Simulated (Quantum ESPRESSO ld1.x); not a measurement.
Problem. Species: Kr6+. Configuration: [Ar] 3d10 4s2 (the NIST ground configuration). Method: non-relativistic Kohn-Sham, LDA (Slater exchange, Perdew-Zunger correlation), spin-polarised, spherical densities, point nucleus; computed with ld1.x of Quantum ESPRESSO 7.5. Some entries of the table are withheld. Estimate them.

orbital  occ.  eigenvalue (eV)  <r^2> (bohr^2)
1s          2         -13973.2        0.002419
2s          2         -1897.46         0.04160
2p          6         -1727.19         0.03203
3s          2              (1)          0.3361
3p          6         -284.781             (2)
3d         10              (3)             (4)
4s          2         -101.221           2.143

Solution. 
(1) 3s eigenvalue (eV): -345.462
(2) 3p <r^2> (bohr^2): 0.3452
(3) 3d eigenvalue (eV): -175.360
(4) 3d <r^2> (bohr^2): 0.3648
